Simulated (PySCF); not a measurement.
These are B3LYP-D3(BJ)/def2-TZVP in PySCF values and carry that method's errors. Gas-phase values, no solvent. One relaxed conformer stands for a flexible species; it need not be the lowest. B3LYP has the VWN-RPA correlation part, as in Gaussian. Excitations are Tamm–Dancoff values on a coarser integration grid. The basis has no diffuse functions, so Rydberg states are missing or too high.

Reference species (SMILES): `[Ga]([SH])([OH])[SH]` (neutral, multiplicity 1).

The T1 excitation (TDA) comes out as 4.75 eV and the LUMO comes out as -1.25 eV. The S1 excitation (TDA) is 5.07 eV.

Changed species: `[OH][Ga]([OH])[OH]` (0 of 3 OH replaced by SH; the reference has 2 of 3 OH replaced by SH).

Predict the effect on the T1 excitation (TDA), LUMO and S1 excitation (TDA).

the T1 excitation (TDA) goes up by 0.84 eV, to 5.59 eV; the LUMO falls by 0.18 eV, to -1.43 eV; the S1 excitation (TDA) rises by 0.88 eV, to 5.95 eV.
